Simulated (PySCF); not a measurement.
Coordinates in bohr (charge 0 multiplicity 1):
```
Zr    0.0000    0.0000    0.0000
H    -2.0205    2.0205    2.0205
H    -2.0205   -2.0205   -2.0205
H     2.0205    2.0205   -2.0205
H     2.0205   -2.0205    2.0205
```

Computed with PBE in PySCF with Zr def2-TZVP with ECP28, H def2-TZVP; scalar-relativistic core potentials, no spin–orbit coupling; density-fitted integrals.

This geometry of ZrH4 is a stationary point at this level.

(1) What is the point group?

(2) Is it a minimum?

(3) Which band is strongest in the infrared?

(4) What are the dipole moment and the gap between the highest occupied and lowest empty levels?

(5) Give the atomic charges and bond orders.

Results:

(1) Td.

(2) Yes: all harmonic wavenumbers are real.

(3) 1646 cm⁻¹ (t2), 1394 km/mol.

(4) 0.00 D and 3.69 eV.

(5) 
```tsv
atom	Mulliken	Löwdin	polar tensor	Mayer order to Zr1
Zr1	0.67	0.42	1.54	–
H2,3,4,5	-0.17	-0.11	-0.38	0.97
```

Stability towards spin polarisation was not tested. Other isomers or separated fragments may lie lower.
